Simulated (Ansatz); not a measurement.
Calculated with Ansatz (gas phase, PBE0-D4/def2-TZVP geometries, no zero-point term in ΔE). CBS: MP2 limit from def2 TZ/QZ plus the TZ coupled-cluster correction, frozen cores. DFT in def2-TZVPP. B3LYP here is the variant with VWN-RPA as its local correlation; programs differ in this. For Br, Ge outer-core shells are correlated without core-valence functions, which leaves a few kJ/mol of doubt a bond. Scalar relativity is left out up to krypton. Each species was taken in one conformer, which may not be the lowest.

`C[SiH2][NH][AlH2]` + `C[CH]([GeH3])Br` → `[AlH2][NH][SiH2][GeH3]` + `CC(C)Br`  (formal exchange of groups at the Si–C bond)

Problem. Is it downhill or uphill in electronic energy at CCSD(T)/CBS, and by how much? (Best estimate.)

Solution. Ansatz gave: Nearly level: ΔE = +0.02 eV.

Problem. What do these levels give: B3LYP-D4, ωB97X-V, ωB97M-V, B2PLYP, PBE0, HF/def2-TZVPP, MP2/def2-TZVPP, SCS-MP2/def2-TZVPP, CCSD(T)/def2-TZVPP, SCS-MP2/def2-QZVPP, HF/CBS(def2), MP2/CBS(def2)? (An estimate is asked.)

Solution. Ansatz gave: B3LYP-D4 -0.04, ωB97X-V -0.01, ωB97M-V 0.03, B2PLYP 0.00, PBE0 -0.09, HF/def2-TZVPP -0.01, MP2/def2-TZVPP 0.08, SCS-MP2/def2-TZVPP 0.07, CCSD(T)/def2-TZVPP 0.02, SCS-MP2/def2-QZVPP 0.07, HF/CBS(def2) -0.01, MP2/CBS(def2) 0.08 eV.

Largest T1 diagnostic among the species: 0.012.

In def2-TZVPP, CCSD(T) changes the Hartree–Fock value by +0.03 eV (the triples alone add +0.01 eV) and MP2 by +0.09 eV.
